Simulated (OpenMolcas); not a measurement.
Ni2+ in a point-charge field

Ni2+ among 6 point charges of -0.75 e arranged as a trigonal prism (D3h), 1.76 Å from the ion, with a polar angle of 48.6° against the regular 49.1°.
```
   1.3204    0.0000    1.1637  -0.75
  -0.6602    1.1435    1.1637  -0.75
  -0.6602   -1.1435    1.1637  -0.75
   1.3204    0.0000   -1.1637  -0.75
  -0.6602    1.1435   -1.1637  -0.75
  -0.6602   -1.1435   -1.1637  -0.75
```

* Program: OpenMolcas
* Method: SS-CASPT2, IPEA 0.25 Eh, imaginary shift 0.1 Eh (closed shells correlated: 3s 3p)
* Basis: ANO-RCC-VDZP [5s4p2d1f]
* Scalar Hamiltonian: DKH2, point nucleus
* Active space: 8 electrons in 5 orbitals (3d)
* State averaging: 2S+1 = 3 even, 10 roots; 2S+1 = 1 even, 15 roots
* Spin-orbit coupling: RASSI with atomic mean-field integrals over the reference wave functions

The lowest spin-free states (labels of D3, the rotations of D3h), above the lowest:

| State | Degeneracy | E (cm-1) | Free-ion L (%) |
| --- | --- | --- | --- |
| 3A2 | 1 | 0 | F (99) |
| 3E | 2 | 1370 | F (100) |
| 3A1 | 1 | 2160 | F (100) |
| 3A2 | 1 | 2170 | F (100) |
| 3E | 2 | 5130 | F (100) |
| 1E | 2 | 13930 | D (94) |
| 1E | 2 | 15030 | D (99) |
| 1A1 | 1 | 16650 | D (100) |
| 3E | 2 | 18040 | P (100) |
| 3A2 | 1 | 22520 | P (99) |
| 1A1 | 1 | 23710 | G (100) |
| 1E | 2 | 23980 | G (99) |
| 1E | 2 | 24560 | G (94) |
| 1A1 | 1 | 25190 | G (100) |
| 1A2 | 1 | 25190 | G (100) |
| 1E | 2 | 29820 | G (100) |
| 1A1 | 1 | 54730 | S (100) |

The lowest levels with spin-orbit coupling:

```tsv
E (cm-1)	Degeneracy	Label	2S+1	g
0	1	A1	3	
190	2	E	3	0.00 0.00 3.60
1490	2	E	3	0.00 0.00 5.92
1750	2	E	3	0.00 0.00 10.00
2250	2	E	3	0.00 0.00 2.35
2340	1	A2	3	
2630	1	A2	3	
2640	1	A1	3	
2870	1	A1	3	
3620	2	E	3	0.00 0.00 2.14
5220	1	A2	3	
5220	1	A1	3	
5990	2	E	3	0.00 0.00 3.94
6490	2	E	3	0.00 0.00 0.06
14440	2	E	1	0.00 0.00 4.10
15530	2	E	1	0.00 0.00 2.00
17010	1	A1	1 (87 %)	
18540	2	E	3	0.00 0.00 5.89
18830	2	E	3	0.00 0.00 2.00
19010	1	A2	3
```

Powder χT (cm3 K/mol): 0.0467 at 2 K, 0.233 at 10 K, 1.16 at 50 K, 2.01 at 100 K, 2.59 at 200 K, 2.77 at 300 K. The effective moment at 300 K is 2.828 √(χT) = 4.70 μB.

The lowest level has 2S+1 = 3, for which the spin-only value is χT = S(S+1) / 2 = 1.000 cm3 K/mol (g = 2). The computed 2.767 at 300 K differs by +1.767, through orbital momentum, spin-orbit coupling and any other state in reach.

Roots that are degenerate in the reference are averaged as groups; the widest CASPT2 spread within a group is 73 cm-1 (the 2-fold group of multiplicity 3 near 5130 cm-1 above the lowest state of its run). Shifts and gaps below about the spread of the groups concerned are not significant. Free-ion shares, where given, are those of the reference states; single-state CASPT2 does not remix them. Point charges carry no covalency, so the field is a model and not that of real ligands. No measured value stands beside these numbers.

With an even number of electrons the g values are those of a degenerate or nearly degenerate non-Kramers pair.
